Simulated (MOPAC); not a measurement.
MOPAC input (PM6):

```
PM6 PRECISE GNORM=0.05 LET XYZ CHARGE=-1 GEO-OK AUX(PRECISION=9) THREADS=1
HBN

B     0.03154051 1    0.00000000 1   -0.86289106 1
N    -0.04724772 1    0.00000000 1    0.41798935 1
H     0.17303150 1    0.00000000 1    1.38852984 1
```

Q: What heat of formation does the run end on?

A: 22.91 kcal/mol.
